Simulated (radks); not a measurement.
The cadmium ion Cd+, configuration [Kr] 4d10 4f1 (not the ground configuration). Method: scalar-relativistic Kohn-Sham, exchange-only LDA, spin-polarised, spherical densities, point nucleus; open shells are filled with parallel spins first (spin-orbit coupling, left out, can overturn this in heavy ions); computed with a radial shooting solver on a logarithmic mesh with Libxc functionals.

X-ray form factor f0, the Fourier transform of the density (f0(0) = 47):

sin(theta)/lambda (1/angstrom),f0 (electrons)
0.05,45.603
0.1,43.887
0.15,41.658
0.2,38.958
0.25,36.114
0.3,33.344
0.4,28.495
0.5,24.782
0.6,22.054
0.8,18.382
1,15.661
1.25,12.642
1.5,10.081
2,6.864
